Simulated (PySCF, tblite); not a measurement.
Isomers of C5H8OSSi2, one GFN2-xTB conformer each. Single-point energies are computed at PBE0/pcSseg-1 (PySCF, gas phase, no added dispersion term), electronic only.

**Question.** Rank them by PBE0/pcSseg-1 energy, lowest first (kJ/mol).
A. `[CH:1]#[C:2][Si@@H:3]1[CH:4]=[C:5]([S:6][CH3:7])[SiH2:8][O:9]1` with C4–C5–S6–C7 -1°
B. `[CH:1]#[C:2][SiH2:3][C@@H:4]1[SiH2:5][S:6][CH2:7][C:8]1=[O:9]` with C2–Si3–C4–Si5 53°, Si3–C4–Si5–S6 -96°, C4–Si5–S6–C7 -7°, Si5–S6–C7–C8 -11°, S6–C7–C8–O9 -152°

**Answer.** A (0.0), B (98.5).

As drawn, the lower has an Si–O bond and a C=C bond outside aromatic rings, which the higher lacks; the higher has a C=O bond, which the lower lacks. GFN2-xTB itself gives, in the same order: 0.0, 103.4. Both levels put the same isomer lowest.

**Question.** Which frontier levels, dipoles and rotational constants go with these structures?

**Answer.** 
```csv
SMILES,"HOMO (eV, PBE0/pcSseg-1)",LUMO (eV),dipole (D),"A, B, C (MHz)"
C#C[Si@@H]1C=C(SC)[SiH2]O1,-6.57,-0.70,2.40,"1686, 625.2, 507.7"
C#C[SiH2][C@@H]1[SiH2]SCC1=O,-6.93,-1.12,2.46,"1164, 943.1, 798.9"
```

**Question.** What happens when harmonic zero-point energies from GFN2-xTB frequencies are added?

**Answer.** 
```csv
SMILES,ZPE (kJ/mol),electronic (kJ/mol),with ZPE (kJ/mol)
C#C[Si@@H]1C=C(SC)[SiH2]O1,284.0,0.0,0.0
C#C[SiH2][C@@H]1[SiH2]SCC1=O,279.6,98.5,94.1
```

The zero-point energies span 4.4 kJ/mol. The order is unchanged.
